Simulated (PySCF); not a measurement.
# UHF on Cu (copper, neutral)

Configuration: [Ar] 3d10 4d1, 2D determinant (an excited configuration). Calculation: PySCF 2.14, in aug-cc-pVTZ-PP with one added diffuse shell each of s, p, d, f, g type with ECP10MDF (7s7p6d4f3g, 113 functions); scalar relativity through the core potential.

* Total energy: -195.984218 hartree
* One-electron energy: -352.7047 hartree
* Hartree (Coulomb) energy: 174.6624 hartree
* Exchange energy: -17.9419 hartree
* ⟨S²⟩: 0.7500
* ⟨L²⟩: 6.000
* Sum of ⟨r⟩: 24.32 bohr
* Sum of ⟨r²⟩: 96.42 bohr²
* Traceless quadrupole moment −½Σ⟨3z² − r²⟩ along its main axis: 22.3 e·bohr²

```
shell  electrons  mean orbital energy (eV)  spread (eV)  rms radius, mean of both spins (bohr)
 3s α          1                   -147.11            0                                  0.769
 3s β          1                   -147.10            0                                  0.769
 3p α          3                   -98.317        0.001                                  0.818
 3p β          3                   -98.307        0.012                                  0.818
 3d α          5                   -18.302        0.046                                   1.14
 3d β          5                   -18.290        0.015                                   1.14
 4d α          1                    -1.369            0                                   8.85
```

Energies and moments cover only the electrons outside the core potential. The outer electron is Rydberg-like, and this basis confines it to a smaller radius and binds it less than a complete one would.
